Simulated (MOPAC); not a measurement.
MOPAC input (MNDO):

```
MNDO 1SCF GEO-OK AUX(PRECISION=9) THREADS=1
Br2Zn

Zn    0.00000000 1    0.00000000 1    0.00000000 1
Br    0.00000000 1    0.00000000 1    2.24105600 1
Br   -0.00000000 1   -0.00000000 1   -2.24105600 1
```

From the output:

```
                                                       MOPAC v23.2.5 Linux

          FINAL HEAT OF FORMATION =          2.71235 KCAL/MOL =      11.34849 KJ/MOL

          COSMO AREA              =        113.35 SQUARE ANGSTROMS
          COSMO VOLUME            =         92.29 CUBIC ANGSTROMS

          IONIZATION POTENTIAL    =         11.749842 EV
          HOMO LUMO ENERGIES (EV) =        -11.750 -1.772
          NO. OF FILLED LEVELS    =          8
          MOLECULAR WEIGHT        =        225.1880         POINT GROUP:  D*h

          MOLECULAR DIMENSIONS (Angstroms)

            Atom       Atom       Distance
           Br     3   Br     2     4.48211
           Br     3   Br     2     0.00000
           Zn     1   Br     2     0.00000

          SCF CALCULATIONS        =          1

   ATOM   CHEMICAL          X               Y               Z
  NUMBER   SYMBOL      (ANGSTROMS)     (ANGSTROMS)     (ANGSTROMS)

     1      Zn          0.00000000  *   0.00000000  *   0.00000000  *
     2      Br          0.00000000  *   0.00000000  *   2.24105600  *
     3      Br         -0.00000000  *  -0.00000000  *  -2.24105600  *

                             CARTESIAN COORDINATES

   1   Zn        0.000000000     0.000000000     0.000000000
   2   Br        0.000000000     0.000000000     2.241056000
   3   Br       -0.000000000    -0.000000000    -2.241056000

           Empirical Formula: Zn Br2  =     3 atoms

      MOLECULAR POINT GROUP   :   D*h

                  EIGENVALUES
 -25.45620 -25.05827 -13.89490 -13.73646 -12.32805 -12.32805 -11.74984 -11.74984
  -1.77242   0.08097   0.40257   0.40257

              NET ATOMIC CHARGES AND DIPOLE CONTRIBUTIONS

  ATOM NO.   TYPE          CHARGE      No. of ELECS.   s-Pop       p-Pop
    1         Zn           0.501811        1.4982     0.65353     0.84466
    2         Br          -0.250905        7.2509     1.98670     5.26421
    3         Br          -0.250905        7.2509     1.98670     5.26421
 DIPOLE           X         Y         Z       TOTAL
 POINT-CHG.     0.000     0.000    -0.000     0.000
 HYBRID         0.000     0.000     0.000     0.000
 SUM            0.000     0.000    -0.000     0.000

          ATOMIC ORBITAL ELECTRON POPULATIONS

     Atom    s        px        py        pz
    1 Zn   0.65353   0.11775   0.11775   0.60916
    2 Br   1.98670   1.94113   1.94113   1.38196
    3 Br   1.98670   1.94113   1.94113   1.38196

 **********************
 *                    *
 * JOB ENDED NORMALLY *
 *                    *
 **********************

 == MOPAC DONE ==
```

The geometry given is a B3LYP-D3(BJ)/def2-TZVP minimum.
